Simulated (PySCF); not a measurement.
**Working out the excitation energy of N⁺**

N⁺ [He] 2s2 2p2 (3P) → N⁺ [He] 2s1 2p3 (5S). Computed with PySCF 2.14 in aug-cc-pVTZ-DK (5s4p3d2f, 46 functions), with the spin-free X2C one-electron Hamiltonian (Gaussian nucleus). Frozen: 1s2. Energies in hartree (1 hartree = 27.21139 eV):

```
            part  N⁺ (lower)  N⁺ (upper)
             UHF  -53.919912  -53.771315
CCSD correlation   -0.092926   -0.033058
             (T)   -0.001631   -0.000182
```

**Question.** What does Hartree-Fock give?

**Answer.** (-53.771315) − (-53.919912) = 0.148597 hartree = 4.044 eV.

**Question.** What do CCSD and CCSD(T) give?

**Answer.** The CCSD correlation energies differ by 0.059868 hartree = 1.629 eV and the triples by 0.001449 hartree = 0.039 eV, so CCSD gives 5.673 eV and CCSD(T) 5.712 eV.

Measured between the centres of the two terms (NIST): 5.790 eV, so CCSD(T) (valence) is off by -0.078 eV.

What remains against the reference includes basis incompleteness, the frozen core and higher excitations.
